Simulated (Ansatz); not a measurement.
Isolated molecules relaxed with PBE0-D4/def2-TZVP in Ansatz; ΔE leaves out vibrations. CCSD(T)/CBS is the MP2 limit (def2-TZVPP, def2-QZVPP) plus CCSD(T) − MP2 in def2-TZVPP, frozen cores. Functionals use def2-TZVPP. B3LYP here is the variant with VWN-RPA as its local correlation; programs differ in this. One conformer a species, not always the lowest.

`C=C[SiH2]S[SiH](F)F` + `O[SiH2]S` → `F[SiH](F)O[SiH2]S` + `C=C[SiH2]S`  (ligand exchange at the Si–S bond)

`C=C[SiH2]S[SiH](F)F`:

```xyz
13

C     0.378    2.036   -0.099
C     1.068    0.951    0.243
Si    0.407   -0.271    1.463
S     0.087   -2.209    0.558
Si   -0.960   -1.632   -1.165
F    -2.002   -0.477   -0.843
F     0.003   -1.050   -2.282
H     0.754    2.755   -0.821
H    -0.599    2.249    0.326
H     2.034    0.771   -0.222
H    -0.865    0.242    2.029
H     1.371   -0.579    2.548
H    -1.676   -2.784   -1.735
```

`O[SiH2]S`:

```xyz
7

O     0.077    0.722    1.316
Si    0.501    0.130   -0.156
S    -1.128   -0.746   -1.220
H    -0.677    1.313    1.350
H     0.972    1.189   -1.083
H     1.559   -0.860    0.133
H    -1.305   -1.747   -0.341
```

`F[SiH](F)O[SiH2]S`:

```xyz
10

F    -0.595    2.459   -1.098
Si    0.670    1.550   -0.830
F     1.609    2.353    0.158
O     0.213    0.178   -0.148
Si   -0.365   -0.885    0.954
S    -0.299   -2.876    0.226
H     1.375    1.314   -2.091
H     0.507   -0.873    2.148
H    -1.758   -0.497    1.270
H    -1.358   -2.723   -0.589
```

`C=C[SiH2]S`:

Z-matrix (Å, degrees):
```
Si
C 1 1.854
S 1 2.141 2 112.0
H 1 1.487 2 107.7 3 -123.2
H 1 1.485 2 112.2 3 115.4
C 2 1.331 1 122.0 3 120.2
H 2 1.088 1 119.2 3 -58.7
H 3 1.344 1 94.5 2 -57.1
H 6 1.087 2 121.6 1 0.6
H 6 1.086 2 122.3 1 -179.5
```

```json
{"level": "B3LYP-D4", "ΔE (kJ/mol)": "-63.6"}
{"level": "ωB97X-V", "ΔE (kJ/mol)": "-61.3"}
{"level": "B3LYP", "ΔE (kJ/mol)": "-73.0"}
{"level": "HF/CBS(def2)", "ΔE (kJ/mol)": "-97.8"}
```

What does CCSD(T)/CBS give? (Estimate.)

The calculation gave: -64.6 kJ/mol. The listed levels differ from it by 1.0, 3.3, -8.4, -33.2 kJ/mol.

Largest T1 diagnostic among the species: 0.012.

In def2-TZVPP, CCSD(T) changes the Hartree–Fock value by +26.4 kJ/mol (the triples alone add +5.7 kJ/mol) and MP2 by +31.5 kJ/mol. The D4 term adds +9.5 kJ/mol with B3LYP and +5.2 kJ/mol with PBE0; it sums over pairs of atoms, weighted by their polarisabilities, and B3LYP, whose exchange is more repulsive, gets the larger term.
